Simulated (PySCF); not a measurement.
Species: C₃H₁₁NSi₃.
Cartesian coordinates in Å at the GFN2-xTB level; atoms count from 1:
```
atom  x, y, z in Å
C1    -2.5679    2.3315    0.2225
C2    -2.0168    1.2669    0.3134
Si3   -1.2137   -0.4089    0.4182
N4    -2.3075   -1.7390    0.2849
C5    -0.0013   -0.5441   -1.0367
Si6    1.5396    0.5619   -0.9015
Si7    2.9354   -0.1133    0.8049
H8    -3.0378    3.2706    0.1473
H9    -0.5913   -0.5453    1.7388
H10   -3.0133   -1.8585    0.9928
H11   -2.6895   -1.9721   -0.6175
H12    0.3125   -1.5837   -1.1336
H13   -0.5277   -0.2982   -1.9597
H14    1.0805    1.9511   -0.7473
H15    2.2234    0.5221   -2.2088
H16    4.1529    0.7008    0.8853
H17    3.4019   -1.4968    0.6555
H18    2.3120   -0.0386    2.1298
```

Computed, not measured: TDDFT PBE0/def2-SVPD, vertical, gas phase, core orbitals frozen in the response (PySCF 2.14.0, density-fitted response routines).

Transition dipole moments from the ground state, in atomic units and in the frame of the coordinates above (overall signs are arbitrary), for the states with f of 0.002 or more among the lowest 8:

```json
{"state": "S1", "E (eV)": "6.055", "μx": "0.055", "μy": "-0.209", "μz": "0.009"}
{"state": "S2", "E (eV)": "6.157", "μx": "-0.084", "μy": "0.425", "μz": "-0.037"}
{"state": "S4", "E (eV)": "6.501", "μx": "-0.272", "μy": "0.239", "μz": "0.024"}
{"state": "S7", "E (eV)": "7.116", "μx": "0.141", "μy": "-0.258", "μz": "0.135"}
{"state": "S8", "E (eV)": "7.149", "μx": "0.077", "μy": "0.243", "μz": "0.058"}
```

**Question.** What oscillator strength does each state have?

**Answer.** f = (2/3) ΔE |μ|² with ΔE in hartree (27.2114 eV).

| state | \|μ\|² (au) | \|μ\| (D) | f |
| --- | --- | --- | --- |
| S1 | 0.047 | 0.55 | 0.007 |
| S2 | 0.189 | 1.10 | 0.029 |
| S4 | 0.131 | 0.92 | 0.021 |
| S7 | 0.104 | 0.82 | 0.018 |
| S8 | 0.068 | 0.66 | 0.012 |

**Question.** What angle do the transition dipoles of S4 and S8 make?

**Answer.** |cos θ| = |μa·μb| / (|μa| |μb|) = 0.40, so θ ≈ 66° (taken between 0 and 90°, since the signs are arbitrary).

**Question.** What peak molar absorption coefficient would the strongest computed level give as a lone Gaussian band 0.5 eV wide at half height?

**Answer.** ε(max) = 2.175×10⁸ f / FWHM, with the width in cm⁻¹. S2: 2.175×10⁸ × 0.0285 / 4033 ≈ 1500 L mol⁻¹ cm⁻¹.

One conformer stands for the species.
